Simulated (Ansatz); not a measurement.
```xyz
8

N    -0.139    0.043    1.392
Si    0.615   -0.275   -0.113
Te   -0.170    1.018   -2.120
H    -0.126    0.979    1.766
H    -1.020   -0.405    1.594
H     0.435   -1.722   -0.378
H     2.047    0.103   -0.038
H    -1.643    0.257   -2.102
```

Charge 0, multiplicity 1. Te takes the def2 core potential.

Problem. List the CAM-B3LYP/def2-TZVPP orbital energies in eV (the Gaussian-basis code of Ansatz). (Best estimate.)

Solution. Ansatz gave: Occupied: -1801.64, -391.25, -172.11, -146.12, -121.40, -121.28, -121.12, -101.47, -101.44, -101.42, -45.10, -45.04, -44.89, -44.79, -44.78, -25.65, -19.44, -16.52, -15.58, -12.87, -11.70, -10.98, -10.46, -8.60, -7.56. Lowest empty: 0.60, 1.07, 1.28, 2.54, 2.87, 3.19, 3.27, 4.59.
